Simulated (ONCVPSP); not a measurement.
# Logarithmic derivatives: rubidium (Rb), ONCV

- Element: Rb (Z = 37)
- Generator: ONCVPSP 4.0.1
- Type: optimised norm-conserving Vanderbilt (ONCV)
- Functional: PBE
- Relativity: fully relativistic
- Frozen core: [Kr]
- Valence charge: 1
- Reference configuration: 4d0.5 5s0.5
- Partial waves: 5s: rc 4.00 bohr, ncon 3, nbas 7, qcut 1.7 1/bohr, 2 projectors, debl 3.9 Ha; p scattering state at 0.03 Ha: rc 3.55 bohr, ncon 3, nbas 6, qcut 1.9 1/bohr, 1 projector; 4d: rc 4.00 bohr, ncon 4, nbas 8, qcut 2 1/bohr, 3 projectors, debl 3.7 Ha
- Local potential: polynomial inside 3.55 bohr (lpopt 4, dvloc0 0 Ha)
- Core correction: none

Open shells are filled in proportion to 2j + 1.

The phase is arctan(r·R′/R) of the radial function R(r), unwrapped; energies in Ha, scanned from -2 to 5 Ha. A pole is an energy at which the radial function vanishes at the test radius. The pseudo phase is shifted by a multiple of π to meet the all-electron one at the reference energy, and phase errors are pseudo minus all-electron; the curves can meet again beyond the range given. Levels narrower than the energy grid can be missing from the lists of poles.

```csv
channel,radius (bohr),reference energy (Ha),"poles, all-electron","poles, pseudo",unbroken range about the reference energy with phases within 0.05 rad,phase error 1 Ha above the reference energy (rad)
s,4.05,-0.10,"-1.19, 0.39, 2.21, 4.84","0.48, 1.88, 3.58, 4.91",-1.2 to 0.5,+0.238
p3/2,3.61,0.03,"-0.57, 1.05, 3.52","0.49, 1.79, 4.05",-0.2 to 0.1,-2.739
p1/2,3.61,0.03,"-0.61, 1.02, 3.47","0.51, 1.79, 4.04",-0.2 to 0.1,-2.736
d5/2,4.05,-0.01,"0.20, 1.36, 3.30","0.26, 3.21",below 0.1,+2.268
d3/2,4.05,-0.01,"0.20, 1.35, 3.29","0.26, 3.20",below 0.1,+2.238
```

Note: no bound ghost flagged but for a GHOST(-) flag that falls on a real empty level of the atom; GHOST(+) flagged for s at 97.8 eV, d5/2 at 214.2 eV, d3/2 at 214.3 eV.

Phases in the p3/2 channel:

| E (Ha) | all-electron | pseudo |
| --- | --- | --- |
| -1.98 | 1.399 | -1.734 |
| -1.80 | 1.388 | -1.743 |
| -1.62 | 1.374 | -1.753 |
| -1.44 | 1.357 | -1.766 |
| -1.26 | 1.333 | -1.782 |
| -1.08 | 1.299 | -1.801 |
| -0.90 | 1.237 | -1.826 |
| -0.72 | 0.995 | -1.860 |
| -0.54 | -1.677 | -1.910 |
| -0.36 | -1.901 | -1.990 |
| -0.18 | -2.101 | -2.146 |
| 0.00 | -2.561 | -2.564 |
| 0.18 | -3.629 | -3.743 |
| 0.36 | -4.261 | -4.470 |
| 0.54 | -4.486 | -4.786 |
| 0.72 | -4.596 | -5.267 |
| 0.90 | -4.666 | -6.971 |
| 1.08 | -4.720 | -7.524 |
| 1.26 | -4.771 | -7.678 |
| 1.44 | -4.827 | -7.756 |
| 1.62 | -4.908 | -7.810 |
| 1.80 | -5.066 | -7.855 |
| 1.98 | -5.599 | -7.899 |
| 2.16 | -7.048 | -7.953 |
| 2.34 | -7.513 | -8.038 |
| 2.52 | -7.655 | -8.239 |
| 2.70 | -7.724 | -9.274 |
| 2.88 | -7.767 | -10.539 |
| 3.06 | -7.798 | -10.771 |
| 3.24 | -7.822 | -10.858 |
| 3.42 | -7.843 | -10.906 |
| 3.60 | -7.862 | -10.938 |
| 3.78 | -7.882 | -10.964 |
| 3.96 | -7.903 | -10.986 |
| 4.14 | -7.928 | -11.006 |
| 4.32 | -7.962 | -11.028 |
| 4.50 | -8.012 | -11.053 |
| 4.68 | -8.104 | -11.085 |
| 4.86 | -8.355 | -11.133 |
